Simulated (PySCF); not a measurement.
# A ladder of Hamiltonians for Tc⁴¹⁺ (technetium, charge +41)

Occupied: 1s1/2. Hartree-Fock calculated with PySCF 2.14 in an even-tempered Gaussian basis (19 s from 6.5 bohr⁻², ratio 2.3; 14 p from 7.8 bohr⁻², ratio 2.3), Gaussian nucleus throughout. NR is non-relativistic, sf-X2C the spin-free one-electron X2C Hamiltonian, X2C adds the bare one-electron spin-orbit term, X2C-SNSO screens it by Boettger's factors, DC is four-component Dirac-Coulomb, and the Gaunt and Breit terms are added at first order (total energies over the DC spinors, levels after relaxing the spinors in that mean field). QED terms are absent. Levels marked empty are virtual spinors of this ion.

```json
{"Hamiltonian": "NR", "E (hartree)": "-1822.2043", "E − E(DC) (hartree)": "46.8460", "CPU seconds": "0.37"}
{"Hamiltonian": "sf-X2C", "E (hartree)": "-1868.5284", "E − E(DC) (hartree)": "0.5219", "CPU seconds": "0.22"}
{"Hamiltonian": "X2C", "E (hartree)": "-1868.5284", "E − E(DC) (hartree)": "0.5219", "CPU seconds": "0.22"}
{"Hamiltonian": "X2C-SNSO", "E (hartree)": "-1868.5284", "E − E(DC) (hartree)": "0.5219", "CPU seconds": "0.22"}
{"Hamiltonian": "DC", "E (hartree)": "-1869.0503", "E − E(DC) (hartree)": "0.0000", "CPU seconds": "3.7"}
{"Hamiltonian": "DC+Gaunt", "E (hartree)": "-1867.9833", "E − E(DC) (hartree)": "1.0670", "CPU seconds": "6.2"}
{"Hamiltonian": "DC+Breit", "E (hartree)": "-1867.9833", "E − E(DC) (hartree)": "1.0670", "CPU seconds": "53"}
```

Task: Give the 2p spin-orbit interval with each Hamiltonian that has one.

Result: X2C 147.7; X2C-SNSO 144.1; DC 142.1; DC+Gaunt 139.0; DC+Breit 139.0 (eV).

```json
{"level (eV)": "1s1/2", "NR": "-24429.7", "sf-X2C": "-25039.2", "X2C": "-25039.2", "X2C-SNSO": "-25039.2", "DC": "-25053.2", "DC+Gaunt": "-25024.5", "DC+Breit": "-25024.5"}
{"level (eV)": "2s1/2 (empty)", "NR": "-5830.3", "sf-X2C": "-6012.3", "X2C": "-6012.3", "X2C-SNSO": "-6012.3", "DC": "-6013.7", "DC+Gaunt": "-6010.6", "DC+Breit": "-6010.9"}
{"level (eV)": "2p1/2 (empty)", "NR": "-5750.8", "sf-X2C": "-5826.9", "X2C": "-5928.0", "X2C-SNSO": "-5925.5", "DC": "-5924.6", "DC+Gaunt": "-5918.1", "DC+Breit": "-5919.1"}
{"level (eV)": "2p3/2 (empty)", "NR": "-5750.8", "sf-X2C": "-5826.9", "X2C": "-5780.3", "X2C-SNSO": "-5781.4", "DC": "-5782.5", "DC+Gaunt": "-5779.1", "DC+Breit": "-5780.1"}
{"level (eV)": "3s1/2 (empty)", "NR": "-2572.3", "sf-X2C": "-2635.9", "X2C": "-2635.9", "X2C-SNSO": "-2635.9", "DC": "-2636.2", "DC+Gaunt": "-2635.4", "DC+Breit": "-2635.5"}
```

Weight of the small component: 1s1/2 0.0249, 2s1/2 0.00591, 2p1/2 0.00587, 2p3/2 0.00572, 3s1/2 0.00259.

Koopmans' value for the highest occupied level at DC+Breit: 25024.5 eV, against an ionisation energy of 25004.5 eV (theoretical estimate listed by NIST; NIST Atomic Spectra Database, ionization energies); the former lacks relaxation, correlation, QED and recoil.

The whole ladder took 65 s of wall time on 1 thread of Neoverse-V1 (shared host), launched as `OMP_NUM_THREADS=1 python relrun2.py TASK.json OUT` (a driver that calls PySCF for each Hamiltonian).
